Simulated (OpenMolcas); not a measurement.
Computed levels of 2s2 2p3 in ions with 7 electrons, in cm-1 above 4S* 3/2.

| Item | Value |
| --- | --- |
| Program | OpenMolcas |
| Method | SS-CASPT2, IPEA 0.25 Eh, imaginary shift 0.1 Eh |
| Basis | ANO-RCC-VTZP |
| Scalar Hamiltonian | DKH2, point nucleus |
| Spin-orbit coupling | state interaction with AMFI integrals over the reference wave functions, term energies averaged over their components |

Active space for each ion: 5 electrons in 8 orbitals (2s 2p 3s 3p); closed shells correlated by CASPT2: 1s.

```
  Level     O+   Ne3+
2D* 3/2  27880  42380
2D* 5/2  27890  42420
2P* 1/2  41300  63400
2P* 3/2  41300  63440
```

Estimate 2D* 3/2, 2D* 5/2 for F2+ from its neighbours O+ and Ne3+.

2D* 3/2 is another term, which grows about linearly with the charge: (27880 + 42380) / 2 = 35130. The calculation gives 35120, so the estimate is off by 0 %.
2D* 5/2 is another term, which grows about linearly with the charge: (27890 + 42420) / 2 = 35155. The calculation gives 35140, so the estimate is off by 0 %.

CASPT2 does not keep the components of a term degenerate, so their means are used; among the terms shown or strongly mixed into the levels shown the widest spread is 55 cm-1 (2s2 2p3 2D*, O+). The run also gave levels led by 2s2 2p2 3s, which use shells meant for correlation; these and all levels above them are left out (holds for O+). Active for correlation alone: 3p 3s; no level in the range computed is led by a configuration that fills them, so any true level of that kind is missing (holds for F2+; Ne3+). Only configurations of the active space appear.

* marks odd parity.
